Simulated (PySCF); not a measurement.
# Broadened absorption spectrum of C2H8OSi2

Species: C2H8OSi2.
SMILES: `C=C[SiH2]O[SiH3]`

Method used: TDDFT CAM-B3LYP/def2-SVPD, vertical, gas phase, core orbitals frozen in the response (PySCF 2.14.0, density-fitted response routines). Geometry: GFN2-xTB, one conformer, isolated molecule. GFN2-xTB frequencies show an imaginary mode (50i cm⁻¹), so this geometry is no minimum at that level.

Computed states:

```csv
state,E (eV),f
S1,6.68,0.0017
S2,7.19,0.0012
S3,7.29,0.169
S4,7.37,0.216
S5,7.50,0.021
S6,7.91,0.0034
S7,8.09,0.0036
S8,8.23,0.0048
```

Broadening: Gaussians 0.5 eV wide at half height, area fixed by f = 4.319×10⁻⁹ ∫ε dν̃. The width is an assumption, not a result. The curve ends short of the highest state used, and states not computed would add to its high-energy end.

(1) What does the envelope look like, and where are its maxima?

(2) On this curve, what absorbance would a 10⁻³ mol/L sample give at 193 nm over a 1 cm path?

(3) Coming from long wavelengths, where does ε first pass 100 L mol⁻¹ cm⁻¹?

Answers

(1) 
| λ (nm) | ε (L mol⁻¹ cm⁻¹) |
| --- | --- |
| 162.4 | 8891 |
| 163.7 | 12257 |
| 165.1 | 15926 |
| 166.4 | 18813 |
| 167.7 | 20693 |
| 169.1 | 21232 |
| 170.4 | 20308 |
| 171.7 | 18237 |
| 173.1 | 15185 |
| 174.4 | 12067 |
| 175.7 | 9080 |
| 177.1 | 6310 |
| 178.4 | 4282 |
| 179.7 | 2782 |
| 181.1 | 1679 |
| 182.4 | 1023 |
| 183.7 | 617 |
| 185.1 | 363 |
| 186.4 | 231 |
| 187.7 | 156 |
| 189.1 | 109 |
| 190.4 | 81 |
| 191.7 | 62 |
| 193.1 | 46 |
| 194.4 | 34 |
| 195.7 | 25 |
| 197.1 | 17 |
| 198.4 | 12 |
| 199.7 | 8 |
| 201.1 | 5 |
| 202.4 | 3 |
| 203.7 | 2 |
| 205.1 | 1 |
| 206.4 | 1 |
| 207.7 | 0 |
| 209.1 | 0 |

Maxima: 169 nm (7.34 eV), ε about 21000, made up of S3 (41%) and S4 (54%) (ε in L mol⁻¹ cm⁻¹; maxima over ε = 5, shares over 10%).

(2) 193 nm is 6.424 eV, where ε is about 47 L mol⁻¹ cm⁻¹, so A = ε c l ≈ 0.047 (Beer–Lambert, with the gas-phase spectrum and the assumed width).

(3) At about 189 nm (6.54 eV), 0.14 eV below S1.

On Intel Xeon 6975P-C, one thread, shared host with 192 logical CPUs at a one-minute load of 105, this took 24 s of wall time (with the writing of density and orbital grids) and 0.74 GiB of memory at its peak.
